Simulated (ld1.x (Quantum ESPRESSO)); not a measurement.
Ranking RRKJ potentials for V (Z = 23)

All share these settings but for the change named:

V, norm-conserving RRKJ (Kleinman–Bylander form), made with ld1.x (Quantum ESPRESSO) 7.5 (PBE, scalar-relativistic). Core [Ne], reference 3s2 3p6 3d3 4s1 4p0 (charge +1). Waves: 3s (bound): rc 1.10 bohr; 3p (bound): rc 1.60 bohr; 3d (bound): rc 2.40 bohr; 4f channel at 0.3 Ry: rc 1.95 bohr. Local part: all-electron potential smoothed inside 0.95 bohr (lloc = -2). Core correction: none. rho0 = 0.005.

Occupied shells without a wave of their own: 4s. They enter only through the test configuration that unscreens the potential.

Test errors are all-electron minus pseudo excitation energies from the reference, over 3s2 3p6 3d3 4s2 4p0; 3s2 3p6 3d3 4s0 4p0; 3s2 3p6 3d2 4s0 4p0; 3s2 3p6 3d3 4s1 4p1; 3s2 3p6 3d4 4s0 4p0; 3s1 3p6 3d3 4s2 4p0; 3s2 3p6 3d3 4s0 4p1. None of these files shows a bound ghost.

The base gives 375.4 meV.

Of 7 variants that were run, those that failed, showed a ghost or another fault, or gave nearly equal values are left out.

A variant can come out equal or close to the base, since the largest error may sit in a test that the change hardly touches while other tests move.

Q: Rank these variants by their largest absolute test error, smallest first.
A. wave 3s (bound): rc 1.10 bohr becomes 3s (bound): rc 1.40 bohr
B. local potential the p channel
C. all radii scaled by about 0.75 (s 0.82, p 1.20, d 1.80, f 1.46 bohr); local potential all-electron potential smoothed inside 0.72 bohr (lloc = -2)

A: C (107.5 meV), B (334.5 meV), A (414.8 meV).
